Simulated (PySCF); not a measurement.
Compound: C8H6O2.
SMILES with atom numbers: `[cH:1]1[cH:2][o:3][c:4](-[c:5]2[cH:6][cH:7][cH:8][o:9]2)[cH:10]1` (hydrogens: H11 on C1; H12 on C2; H13 on C6; H14 on C7; H15 on C8; H16 on C10)

The same species was optimised twice, with GFN2-xTB and with PBE0-D3(BJ)/def2-SVP (PySCF), and the same property calculations (PySCF, gas phase) were run on both structures.

```tsv
coordinate	GFN2-xTB	PBE0-D3(BJ)/def2-SVP	change
C6–C7 (Å)	1.412	1.427	+0.015
C1–C10 (Å)	1.412	1.427	+0.015
C8–O9 (Å)	1.344	1.350	+0.006
C2–O3 (Å)	1.344	1.350	+0.006
C1–C2 (Å)	1.361	1.364	+0.003
C7–C8 (Å)	1.361	1.364	+0.003
C5–C6 (Å)	1.373	1.371	-0.002
C4–C10 (Å)	1.373	1.372	-0.001
C4–C5 (Å)	1.436	1.438	+0.002
O3–C4 (Å)	1.352	1.352	0.000
C5–O9 (Å)	1.352	1.352	0.000
O3–C4–C5 (°)	119.1	117.1	-2.0
C5–C4–C10 (°)	130.9	132.8	+1.9
C4–C5–O9 (°)	119.0	117.1	-1.9
C4–C5–C6 (°)	131.0	132.8	+1.8
C5–O9–C8 (°)	107.0	107.6	+0.6
C2–O3–C4 (°)	107.0	107.6	+0.6
C1–C2–O3 (°)	110.9	110.4	-0.5
C7–C8–O9 (°)	110.9	110.4	-0.5
O3–C4–C5–C6 (°)	0	0	0
```

Rotational constants: A = 4669, B = 886.0, C = 744.7 MHz (GFN2-xTB) against A = 4654, B = 883.0, C = 742.1 MHz (PBE0-D3(BJ)/def2-SVP). Point groups within 0.08 Å: C2h and C2h.

On the GFN2-xTB structure: HOMO (eV) -5.77 [PBE0/pcSseg-1]; LUMO (eV) -0.81 [PBE0/pcSseg-1]; GIAO shielding of C1/C7 (mean) (ppm) 68.3 [PBE0/pcSseg-1]; GIAO shielding of C2/C8 (mean) (ppm) 40.9 [PBE0/pcSseg-1]; GIAO shielding of O3/O9 (mean) (ppm) 51.0 [PBE0/pcSseg-1]; GIAO shielding of C4/C5 (mean) (ppm) 33.2 [PBE0/pcSseg-1]; GIAO shielding of C6/C10 (mean) (ppm) 74.6 [PBE0/pcSseg-1].

Task: What do these properties become on the PBE0-D3(BJ)/def2-SVP structure?

Result: 
```tsv
property	level	on GFN2-xTB	on PBE0-D3(BJ)/def2-SVP	change
HOMO (eV)	PBE0/pcSseg-1	-5.77	-5.83	-0.06
LUMO (eV)	PBE0/pcSseg-1	-0.81	-0.80	+0.01
energy, GFN2-xTB geometry as zero (kcal/mol)	PBE0/pcSseg-1	0.0	-0.8	-0.8
GIAO shielding of C1/C7 (mean) (ppm)	PBE0/pcSseg-1	68.3	67.1	-1.2
GIAO shielding of C2/C8 (mean) (ppm)	PBE0/pcSseg-1	40.9	39.5	-1.4
GIAO shielding of O3/O9 (mean) (ppm)	PBE0/pcSseg-1	51.0	46.7	-4.3
GIAO shielding of C4/C5 (mean) (ppm)	PBE0/pcSseg-1	33.2	33.5	+0.3
GIAO shielding of C6/C10 (mean) (ppm)	PBE0/pcSseg-1	74.6	74.3	-0.3
```

The heavy atoms differ by 0.015 Å rms after alignment. Among bonds between heavy atoms C1–C10 and C6–C7 change most and about equally (+0.015 Å). Changes are differences of the printed values. Neither structure is proved a minimum here.

Conformer computed: `[cH:1]1[cH:2][o:3][c:4](-[c:5]2[cH:6][cH:7][cH:8][o:9]2)[cH:10]1`: O3–C4–C5–C6 0°.
